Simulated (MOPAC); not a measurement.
Isomers of H3FSi3. Gas-phase values, no solvent. Strings in code marks are SMILES.

Quantity: vertical ionisation energy (energy after one electron is removed minus that of the parent at the parent's geometry), in eV.

Case: `F[SiH]1[SiH]=[SiH]1`. Geometry of `F[SiH]1[SiH]=[SiH]1` (neutral, multiplicity 1, Å):

```xyz
7

F      1.8841    -0.4188     1.4412
Si     1.0755    -0.1813     0.0713
Si    -1.0589    -0.8925    -0.2000
Si    -0.7166     1.2012    -0.0386
H      2.1400    -0.2762    -0.9590
H     -2.0370    -2.0107    -0.3346
H     -1.2870     2.5784     0.0197
```

Q: Give the vertical ionisation energy (energy after one electron is removed minus that of the parent at the parent's geometry) at the level minus the HOMO energy of PM3 // r2SCAN-D4/def2-TZVP (MOPAC).

A: 8.12 eV.
